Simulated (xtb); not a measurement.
F$_{3}$La, triplet, geometry from GFN2-xTB (such geometries of metal compounds can be far from the true shape) (the multiplicity is a formal guess). Base run: xtb with GFN0-xTB.

Geometry (Å):
```xyz
4

La     0.0000     0.0000     0.0000
F     -1.7342    -1.0725     0.0445
F      0.0151     1.8822    -0.7855
F      1.7191    -0.8096     0.7410
```
Charge 0, spin multiplicity 3.
All else is at xtb's defaults.
Base energy -12.91154 Eh.

Variants of this job, named by their change:

| change | ΔE vs base (kcal/mol) |
|---|---|
| base | 0.000 |
| etemp = 1000 | -4.31 |
| acc = 30 | 0.000 |
| etemp = 5000 | -33.90 |
| etemp = 10000 | -87.2 |
| file = coord | 0.000 |
| acc = 1000 | 0.000 |
